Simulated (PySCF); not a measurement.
Compound: AlCl2(OiPr), C3H7AlCl2O.
Cartesian coordinates in Å at the PBE0-D3(BJ)/def2-SVP level; atoms count from 1:
```
atom  x, y, z in Å
Al1    0.718    1.895   -1.049
Cl2    2.238    2.949   -1.998
Cl3   -1.239    2.627   -1.114
O4     1.110    0.469   -0.257
C5     0.430   -0.606    0.348
C6    -0.386   -1.355   -0.693
C7    -0.416   -0.122    1.513
H8     1.209   -1.284    0.740
H9    -1.185   -0.706   -1.091
H10   -0.859   -2.251   -0.264
H11    0.256   -1.671   -1.528
H12    0.203    0.445    2.225
H13   -1.227    0.534    1.158
H14   -0.871   -0.967    2.052
```

Computed at PBE0/pcSseg-1 (pcSseg-2 on Al) (PySCF, non-relativistic), with Q(27Al) = 0.1466 b, Q(35Cl) = −0.0817 b, Q(17O) = −0.0256 b: Al1, 27Al (I = 5/2): χzz = 30.20 MHz, η = 0.442; Cl2, 35Cl (I = 3/2): χzz = -29.81 MHz, η = 0.289; Cl3, 35Cl (I = 3/2): χzz = -28.61 MHz, η = 0.273; O4, 17O (I = 5/2): χzz = -9.660 MHz, η = 0.051.

Question: Find the zero-field quadrupole resonance frequencies of 27Al at Al1.

Answer: From the eigenvalues of H = χ/[4I(2I − 1)] × [3Iz² − I(I + 1) + η(Ix² − Iy²)], steps between neighbouring levels, labelled as for η = 0: ±1/2↔±3/2 5.403 MHz, ±3/2↔±5/2 8.746 MHz (aluminium bonded to 2 Cl and O).

Question: Where would the pure quadrupole (NQR) lines of 35Cl at Cl2 fall for the rigid, isolated species?

Answer: From ν = (|χ|/2)√(1 + η²/3): ν = 15.11 MHz (chlorine bonded to Al). For 37Cl the ratio of quadrupole moments, 0.7881, gives 11.91 MHz.

Question: Where would the pure quadrupole (NQR) lines of 35Cl at Cl3 fall for the rigid, isolated species?

Answer: From ν = (|χ|/2)√(1 + η²/3): ν = 14.48 MHz (chlorine bonded to Al). For 37Cl the ratio of quadrupole moments, 0.7881, gives 11.41 MHz.

Question: Where would the pure quadrupole (NQR) lines of 17O at O4 fall for the rigid, isolated species?

Answer: From the eigenvalues of H = χ/[4I(2I − 1)] × [3Iz² − I(I + 1) + η(Ix² − Iy²)], steps between neighbouring levels, labelled as for η = 0: ±1/2↔±3/2 1.453 MHz, ±3/2↔±5/2 2.897 MHz (oxygen bonded to Al and C).

In a crystal, neighbours and librations shift these lines. A larger basis could move these couplings by a tenth or more.

One conformer stands for the species.
